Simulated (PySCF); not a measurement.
# Electron correlation in Er⁴⁰⁺ (erbium, charge +40)

Starting occupation: [Ar] 3d10. All numbers are calculated (PySCF 2.14, X2C-1e with screened-nucleus spin-orbit coupling, Gaussian nucleus, in an even-tempered Gaussian basis (18 s from 2.9 bohr⁻², ratio 2.6; 15 p from 3.8 bohr⁻², ratio 2.6; 10 d from 3.8 bohr⁻², ratio 2.6; 5 f from 3.9 bohr⁻², ratio 2.8)). Frozen: [Ar]; 10 electrons correlated; the 98 highest virtual spinors left out.

MP2 pair energies summed by pair of shells (mhartree):

```json
{"pair": "3d3/2-3d5/2", "energy": "-188.27", "share (%)": "49.7"}
{"pair": "3d5/2-3d5/2", "energy": "-133.11", "share (%)": "35.1"}
{"pair": "3d3/2-3d3/2", "energy": "-57.47", "share (%)": "15.2"}
```

Total MP2 correlation energy: -378.84 mhartree.

The virtual space was cut to 70 spinors, which keep -374.43 of the -378.84 mhartree of MP2 correlation.

```json
{"level": "CCSD", "correlation energy (mhartree)": "-370.48"}
{"level": "(T)", "correlation energy (mhartree)": "-0.19"}
{"level": "CCSD(T)", "correlation energy (mhartree)": "-370.67"}
```

Diagnostics: T1 = 6.0e-05, largest double amplitude 0.005.

Cost of the coupled-cluster step: about 90 core-seconds, for 10 occupied and 70 virtual spinors.

Iterations:

```
Init t2, MP2 energy = -0.374425487943329
CCSD nocc = 10, nmo = 80
Init t2, MP2 energy = -0.374425487943329
Init E_corr(GCCSD) = -0.374425487943329
cycle = 1  E_corr(GCCSD) = -0.370394665877142  dE = 0.00403082207  norm(t1,t2) = 0.000700398
cycle = 2  E_corr(GCCSD) = -0.37048501405551  dE = -9.03481784e-05  norm(t1,t2) = 1.81393e-05
cycle = 3  E_corr(GCCSD) = -0.370484565016864  dE = 4.49038646e-07  norm(t1,t2) = 8.00951e-07
cycle = 4  E_corr(GCCSD) = -0.37048463222618  dE = -6.72093165e-08  norm(t1,t2) = 3.10025e-08
cycle = 5  E_corr(GCCSD) = -0.370484632607846  dE = -3.81665699e-10  norm(t1,t2) = 4.45443e-10
GCCSD converged
E(GCCSD) = -12074.8611713238  E_corr = -0.3704846326078459
```

At this charge the one-electron X2C treatment keeps the bare 1/r₁₂, with no two-electron picture change or Breit term. The effect here is smaller than on the frozen 1s shell.
